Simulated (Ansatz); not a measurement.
Start from `O[SiH]([SiH3])Cl` and change one atom or group to get `N[SiH]([SiH3])Cl`.

Ansatz, PBE0-D4/def2-TZVP geometries, multiplicity 1. Each molecule was computed in one conformer, which needn't be the lowest.

```
                                          property  `O[SiH]([SiH3])Cl`
                 HOMO energy (PBE/def2-TZVPP) / eV               -6.93
               HOMO energy (B3LYP/def2-TZVPP) / eV               -7.94
size of the dipole moment (ωB97M-V/def2-TZVPP) / D                1.31
                HOMO energy (PBE0/def2-TZVPP) / eV               -8.14
              HOMO–LUMO gap (PBE0/def2-TZVPP) / eV                7.79
             LUMO energy (ωB97M-V/def2-TZVPP) / eV                1.35
```

(1) Give the same properties after the change, and the shifts. (Best estimate.)

Answers

(1) Ansatz gave: 
| property | `N[SiH]([SiH3])Cl` | shift |
| --- | --- | --- |
| HOMO energy (PBE/def2-TZVPP) / eV | -6.57 | 0.36 |
| HOMO energy (B3LYP/def2-TZVPP) / eV | -7.67 | 0.27 |
| size of the dipole moment (ωB97M-V/def2-TZVPP) / D | 1.94 | 0.63 |
| HOMO energy (PBE0/def2-TZVPP) / eV | -7.90 | 0.24 |
| HOMO–LUMO gap (PBE0/def2-TZVPP) / eV | 7.67 | -0.12 |
| LUMO energy (ωB97M-V/def2-TZVPP) / eV | 1.45 | 0.10 |

With PBE0 the HOMO rises by 0.24 eV and the LUMO rises by 0.13 eV, so the gap narrows by about 0.11 eV. PBE moves the HOMO by 0.36 eV and ωB97M-V by 0.20 eV. The zero-point energy changes by 32.0 kJ/mol with +3 modes. Dipoles are sizes alone; their direction can turn.

B3LYP here is the variant with VWN-RPA as its local correlation; programs differ in this.
